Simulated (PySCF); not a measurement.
A geometry optimisation on `[O]([SnH3])[CH]C#N` [radical].

Method: PBE0-D3(BJ)/def2-SVP geometry optimisation, gas phase, def2 core potentials past Kr (PySCF 2.14.0). Start geometry: GFN2-xTB. A driver script takes a list of jobs; this job's settings line and coordinates (Å) are shown.

Input:
```
{"job": {"xc": "PBE0", "basis": "def2-SVP", "d3": "d3bj", "grid": 1, "maxiter": 30, "shake": 0.01, "kind": "geom"}, "charge": 0, "multiplicity": 2}
N      1.180790     2.042150     0.973510
C      1.369300     1.021080     0.495450
C      1.488760    -0.214020    -0.071600
O      0.500400    -0.951710    -0.425100
Sn    -1.485570    -0.383490    -0.221390
H      2.475660    -0.646790    -0.245020
H     -1.645850     1.004550    -1.122250
H     -2.098270    -1.762310    -0.855970
H     -1.727410    -0.126610     1.438650
```

Output:
```
step   0  E = -422.41094941  max force = 0.070701
step   1  E = -422.41749492  max force = 0.014263
step   2  E = -422.41815485  max force = 0.006830
step   3  E = -422.41810552  max force = 0.003487
step   4  E = -422.41824190  max force = 0.001662
step   5  E = -422.41830461  max force = 0.000483
step   6  E = -422.41830752  max force = 0.000376
optimisation converged
```

Energies in Eh; «max force» is the largest Cartesian gradient component in Eh/bohr.

Q: How much energy does the optimisation release, in kJ/mol?

A: E(step 0) − E(last step) = 0.007358 Eh, which is 19.3 kJ/mol.

Q: Give the first gradient maximum in eV/Å.

A: With 1 Eh/bohr = 51.422 eV/Å, 3.636 eV/Å.

In short: final energy -422.41831 Eh after 6 steps; dipole 3.67 D.

Q: Where do the atoms end?

A: 0.059 Å rms from the input after alignment:
```
atom  x, y, z in Å
N1     0.8560    1.6732    0.3709
C2     1.0744    0.6280   -0.1165
C3     1.2652   -0.6246   -0.7019
O4     0.2606   -1.3960   -1.0884
Sn5   -1.7011   -0.8439   -0.9143
H6     2.2741   -1.0178   -0.8598
H7    -1.8692    0.5728   -1.8450
H8    -2.4386   -2.2207   -1.5909
H9    -1.9821   -0.6442    0.7537
```

Q: How long does this job take on an Arm Neoverse N1 with one thread, shared host with 64 logical CPUs at a one-minute load of 60? And the peak memory of the process?

A: About 80 s, with 0.43 GiB resident at the peak, the Python interpreter and its libraries included.
Labels such as C1 count atoms from 1, the log's own numbers from 0.
